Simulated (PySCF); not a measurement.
IRb, charge -1, doublet, at the geometry of the source list (a state made from the parent by changing its charge; the spin is typed, not shown lowest) (all electrons, no relativity) (in this run its highest filled SCF level lies above zero, so its values depend strongly on the basis, on diffuse functions most of all); M062X/3-21G (PySCF).

The PySCF input:
```python
from pyscf import gto, scf, dft

mol = gto.Mole()
mol.atom = '''
    Rb   -1.089600   -0.774000   -0.928300
    I     1.089600    0.774000    0.928300
'''
mol.basis = '3-21g'
mol.charge = -1
mol.spin = 1
mol.verbose = 4
mol.build()

mf = dft.UKS(mol)
mf.xc = 'm062x'
mf.grids.prune = dft.gen_grid.treutler_prune
mf.kernel()
```

What the program printed (banner, timings and long lists left out):

```
PySCF version 2.14.0

[INPUT] verbose = 4
[INPUT] num. atoms = 2
[INPUT] num. electrons = 91
[INPUT] charge = -1
[INPUT] spin (= nelec alpha-beta = 2S) = 1
[INPUT] symmetry False subgroup None
[INPUT] Mole.unit = angstrom
[INPUT] Symbol           X                Y                Z      unit          X                Y                Z       unit  Magmom
[INPUT]  1 Rb    -1.089600000000  -0.774000000000  -0.928300000000 AA   -2.059045585326  -1.462648020413  -1.754232761434 Bohr   0.0
[INPUT]  2 I      1.089600000000   0.774000000000   0.928300000000 AA    2.059045585326   1.462648020413   1.754232761434 Bohr   0.0

nuclear repulsion = 318.849724691084
number of shells = 25
number of NR pGTOs = 147
number of NR cGTOs = 57
basis = 3-21g
ecp = {}

******** <class 'pyscf.dft.uks.UKS'> ********
method = UKS
initial guess = minao
damping factor = 0
level_shift factor = 0
DIIS = <class 'pyscf.scf.diis.CDIIS'>
diis_start_cycle = 1
diis_space = 8
diis_damp = 0
SCF conv_tol = 1e-09
SCF conv_tol_grad = None
SCF max_cycles = 50
direct_scf = True
direct_scf_tol = 1e-13
number electrons alpha = 46  beta = 45
XC library pyscf.dft.libxc version 7.1.2
    S. Lehtola, C. Steigemann, M. J. T. Oliveira, and M. A. L. Marques,  SoftwareX 7, 1–5 (2018)
XC functionals = m062x
    Y. Zhao and D. G. Truhlar,  Theor. Chem. Acc. 120, 215 (2008)
    Y. Zhao and D. G. Truhlar,  Theor. Chem. Acc. 120, 215 (2008)
radial grids:
    Treutler-Ahlrichs [JCP 102, 346 (1995); DOI:10.1063/1.469408] (M4) radial grids

becke partition: Becke, JCP 88, 2547 (1988); DOI:10.1063/1.454033
pruning grids: <function treutler_prune>
grids dens level: 3
symmetrized grids: False
atomic radii adjust function: <function treutler_atomic_radii_adjust>
small_rho_cutoff = 0
Set gradient conv threshold to 3.16228e-05
tot grids = 44136
init E= -9796.03507588372

cycle= 1 E= -9817.00989708993  delta_E=  -21  |g|= 0.214  |ddm|= 1.03
cycle= 2 E= -9817.05003293749  delta_E= -0.0401  |g|= 0.116  |ddm|= 1.13
cycle= 3 E= -9817.06277607914  delta_E= -0.0127  |g|= 0.0102  |ddm|= 0.399

cycle= 4 E= -9817.0635560642  delta_E= -0.00078  |g|= 0.00633  |ddm|= 0.136

cycle= 5 E= -9817.06372114762  delta_E= -0.000165  |g|= 0.00235  |ddm|= 0.0565

cycle= 6 E= -9817.06379055388  delta_E= -6.94e-05  |g|= 0.000863  |ddm|= 0.0728

cycle= 7 E= -9817.06379697206  delta_E= -6.42e-06  |g|= 0.000304  |ddm|= 0.0251

cycle= 8 E= -9817.06379767939  delta_E= -7.07e-07  |g|= 0.000138  |ddm|= 0.00887

cycle= 9 E= -9817.06379779859  delta_E= -1.19e-07  |g|= 3.14e-05  |ddm|= 0.00324

cycle= 10 E= -9817.06379780546  delta_E= -6.87e-09  |g|= 7.67e-06  |ddm|= 0.000773

cycle= 11 E= -9817.0637978063  delta_E= -8.4e-10  |g|= 3.94e-06  |ddm|= 0.000283

Extra cycle  E= -9817.06379780639  delta_E= -9.28e-11  |g|= 2.37e-06  |ddm|= 6.77e-05
converged SCF energy = -9817.06379780639  <S^2> = 0.75492263  2S+1 = 2.0049166
```
